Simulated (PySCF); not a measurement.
C2H3O2, SMILES O([C]=O)C, multiplicity 2.

Geometry optimised at PBE0-D3(BJ)/def2-SVP. The isomer is the one that the SMILES or the coordinates give; other isomers of the formula were not compared. One conformer was computed; it need not be the lowest.

Method: PySCF with M06-2X/def2-TZVPD.

The molecule is in vacuum.

Computed frontier levels, dipole moment and polarisability:
- α spin, highest occupied and lowest empty level: -8.23 and 0.27 eV
- β spin, highest occupied and lowest empty level: -11.11 and -1.62 eV
- dipole moment: 2.65 D
- quadrupole, principal values (traceless, Buckingham form, about the centre of nuclear charge): -4.70, 1.76, 2.94 D·Å
- mean static polarisability: 33.1 bohr³ (4.91 Å³)
- polarisability, principal values: 26.4, 33.7, 39.2 bohr³
- ⟨S²⟩: 0.755 (pure state 0.75)
